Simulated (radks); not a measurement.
The numbers below are computed, except where a source is named.
Coulomb parameter of the 3d shell of the iron ion Fe2+ in the model configuration [Ar] 3d5 4p1, as a second difference U = [E(n + 0.5) + E(n - 0.5) - 2 E(n)] / (0.5)^2 with all orbitals relaxed. "Bare": the charge of the atom changes with n. "Screened": the 4p shell takes up the change at fixed total charge, which measures U(3d,3d) + U(4p,4p) - 2 U(3d,4p). Code: a radial shooting solver on a logarithmic mesh with Libxc functionals. Model: scalar-relativistic Kohn-Sham, PBE, spin-unpolarised, spherical densities, point nucleus.

case              configuration  E - E(n) (eV)
start              [Ar] 3d5 4p1          0.000
bare +0.5        [Ar] 3d5.5 4p1        -14.453
bare -0.5        [Ar] 3d4.5 4p1         18.776
screened +0.5  [Ar] 3d5.5 4p0.5         -7.544
screened -0.5  [Ar] 3d4.5 4p1.5          8.913

U(bare) = 17.290 eV, U(screened by 4p) = 5.479 eV, against the Slater integral F0(3d,3d) = 25.045 eV with frozen orbitals.
